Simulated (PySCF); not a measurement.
Si(CCH)(Cl)2(Me) (C₃H₄Cl₂Si), SMILES C#C[Si](C)(Cl)Cl. Atoms are numbered in the order given.

```xyz
10

C      2.9774    -0.3963     0.0000
C      1.7743    -0.1484     0.0000
Si    -0.0060     0.2673     0.0000
C     -0.2982     2.1072     0.0000
Cl    -0.8707    -0.5866     1.6847
Cl    -0.8707    -0.5866    -1.6847
H      4.0365    -0.6211     0.0000
H      0.1581     2.5624    -0.9016
H     -1.3847     2.3233     0.0000
H      0.1581     2.5624     0.9016
```
Charge 0, spin multiplicity 1.

Coordinates come from a PBE-D3(BJ)/def2-SVP optimisation.

These are PBE-D3(BJ)/def2-SVP (PySCF 2.14.0) values and carry that method's errors.

Frequencies are harmonic and unscaled.

**Question.** Give all harmonic wavenumbers and intensities. (The exact figures need the calculation; the answer reports its results.)

**Answer.** 
| mode | ν (cm⁻¹) | IR (km/mol) | moving atoms (share of kinetic energy) |
|---|---|---|---|
| 1 | 103 | 0.5 | C 43 %, Cl 41 %, H 12 % |
| 2 | 111 | 1.6 | C 56 %, H 20 %, Cl 19 % |
| 3 | 158 | 0.0 | H 97 % |
| 4 | 173 | 0.8 | Cl 66 %, C 17 %, Si 14 % |
| 5 | 183 | 0.0 | C 40 %, H 29 %, Cl 25 % |
| 6 | 212 | 7.0 | C 38 %, Cl 24 %, Si 19 %, H 19 % |
| 7 | 329 | 13.7 | C 75 %, Cl 15 % |
| 8 | 338 | 23.4 | C 72 %, Cl 15 %, H 9 % |
| 9 | 456 | 30.6 | Cl 47 %, C 33 %, Si 14 % |
| 10 | 569 | 122.6 | Si 56 %, Cl 33 %, H 8 % |
| 11 | 635 | 80.8 | C 41 %, Si 41 %, H 14 % |
| 12 | 705 | 20.7 | H 75 %, C 24 % |
| 13 | 706 | 27.3 | H 76 %, C 24 % |
| 14 | 741 | 94.2 | Si 44 %, C 37 %, H 19 % |
| 15 | 782 | 95.5 | H 68 %, C 20 %, Si 11 % |
| 16 | 794 | 123.0 | H 61 %, C 22 %, Si 17 % |
| 17 | 1219 | 23.1 | H 77 %, C 22 % |
| 18 | 1371 | 3.5 | H 96 % |
| 19 | 1372 | 3.1 | H 96 % |
| 20 | 2090 | 53.5 | C 90 %, H 9 % |
| 21 | 2983 | 0.1 | H 97 % |
| 22 | 3091 | 0.2 | H 91 %, C 9 % |
| 23 | 3095 | 0.1 | H 91 %, C 9 % |
| 24 | 3389 | 52.7 | H 86 %, C 14 % |
